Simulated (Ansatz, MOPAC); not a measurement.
Molecule: H₅Si₂O₂, net charge 0, doublet state. SMILES: O[Si](O)[SiH3]

Atoms: O1, Si2, O3, Si4, H5, H6, H7, H8, H9. Bonds: O1-Si2, O1-H5, Si2-O3, Si2-Si4, O3-H6, Si4-H7, Si4-H8, Si4-H9.

Bond lengths (Å) and angles (degrees) optimised at AM1 with MOPAC; MNDO with MOPAC; HF/6-31G* with Ansatz (a quantum-chemistry and plane-wave program); PBE/6-31G* with Ansatz; B3LYP/LANL2DZ with Ansatz; B3LYP/6-31G* with Ansatz, each started from the B3LYP-D3(BJ)/def2-TZVP structure (Ansatz) of the last column. A row stands for all coordinates that are equal there; 12 of 18 kinds are shown. 6-31G* holds six Cartesian d functions. At AM1 the structure is a saddle point. No wavenumbers were computed at MNDO, PBE/6-31G*, B3LYP/LANL2DZ, so these may be saddle points.

| coordinate | AM1 | MNDO | HF/6-31G* | PBE/6-31G* | B3LYP/LANL2DZ | B3LYP/6-31G* | B3LYP-D3(BJ)/def2-TZVP |
|---|---|---|---|---|---|---|---|
| O1-Si2 | 1.744 | 1.649 | 1.655 | 1.690 | 1.708 | 1.676 | 1.658 |
| O1-H5 | 0.949 | 0.934 | 0.949 | 0.980 | 0.970 | 0.971 | 0.964 |
| Si2-O3 | 1.744 | 1.653 | 1.656 | 1.692 | 1.708 | 1.679 | 1.662 |
| Si2-Si4 | 2.436 | 2.141 | 2.355 | 2.369 | 2.370 | 2.370 | 2.369 |
| O3-H6 | 0.949 | 0.934 | 0.948 | 0.978 | 0.970 | 0.969 | 0.962 |
| Si4-H7 | 1.467 | 1.374 | 1.478 | 1.501 | 1.482 | 1.488 | 1.482 |
| Si4-H8 | 1.467 | 1.373 | 1.480 | 1.506 | 1.484 | 1.493 | 1.487 |
| O1-Si2-O3 | 102.7 | 107.1 | 110.0 | 111.6 | 112.0 | 110.7 | 110.7 |
| O1-Si2-Si4 | 119.5 | 120.4 | 112.8 | 112.5 | 104.4 | 112.0 | 111.7 |
| O3-Si2-Si4 | 119.4 | 122.7 | 106.1 | 104.1 | 104.5 | 104.8 | 104.9 |
| Si2-O1-H5 | 116.0 | 120.0 | 118.2 | 114.4 | 131.1 | 116.0 | 118.6 |
| Si2-O3-H6 | 115.9 | 118.3 | 118.6 | 114.5 | 131.0 | 116.5 | 119.1 |

Mean signed difference of all 8 bond lengths from B3LYP-D3(BJ)/def2-TZVP: AM1 0.020 Å, MNDO -0.079 Å, HF/6-31G* -0.008 Å, PBE/6-31G* 0.019 Å, B3LYP/LANL2DZ 0.013 Å, B3LYP/6-31G* 0.009 Å.
